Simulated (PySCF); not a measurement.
## C₆H₈N₂: calculation and literature

Geometry:
| atom | x (Å) | y (Å) | z (Å) |
| --- | --- | --- | --- |
| C1 | 2.448 | 0.215 | -0.022 |
| N2 | 1.324 | -0.602 | -0.405 |
| C3 | 0.028 | -0.262 | -0.146 |
| C4 | -0.993 | -1.205 | -0.326 |
| C5 | -2.301 | -0.831 | -0.101 |
| N6 | -2.668 | 0.386 | 0.276 |
| C7 | -1.706 | 1.279 | 0.442 |
| C8 | -0.361 | 1.022 | 0.255 |
| H9 | 2.371 | 1.197 | -0.491 |
| H10 | 3.363 | -0.259 | -0.372 |
| H11 | 2.514 | 0.350 | 1.064 |
| H12 | 1.503 | -1.589 | -0.500 |
| H13 | -0.751 | -2.212 | -0.633 |
| H14 | -3.107 | -1.543 | -0.224 |
| H15 | -2.036 | 2.263 | 0.751 |
| H16 | 0.365 | 1.801 | 0.420 |

PySCF calculation with GFN2-xTB geometry and GIAO PBE0/pcSseg-1 shieldings; non-relativistic, no solvent, a single conformation, equivalent nuclei averaged.

Reference values: estimated from measurements, as parent shift plus tabulated substituent increment (solution, not stated per compound (mostly CDCl3 or CCl4); Pretsch, Buehlmann, Badertscher, Structure Determination of Organic Compounds, 4th ed. (2009)).
```tsv
atoms	quantity	reference	computed	computed, scaled
C3	δ ¹³C	155.7	158.0	151.7
C5/C7	δ ¹³C	150.3	156.0	149.9
C4/C8	δ ¹³C	107.8	109.9	104.9
```

Computed shifts are σ(ref) − σ with the named reference compound (TMS for H and C) calculated as an isolated molecule at the same level. The measured values may be among those fitted. Empirical linear scaling, fitted to shifts measured mostly in CDCl3 for H and C (δ vs TMS): ¹³C (scatter 2.1 ppm rms, 2.3 ppm with the 13 outliers that the fit left out). Occasional misses reach two or three times the rms, and more in compound classes unlike the fitted ones.

Problem. How far are the unscaled ¹³C shifts from the references?

Solution. Mean signed difference +3.37 ppm, mean absolute 3.37 ppm over 3 comparisons; the largest is +5.7 ppm at C5/C7 (aromatic CH next to a ring nitrogen).
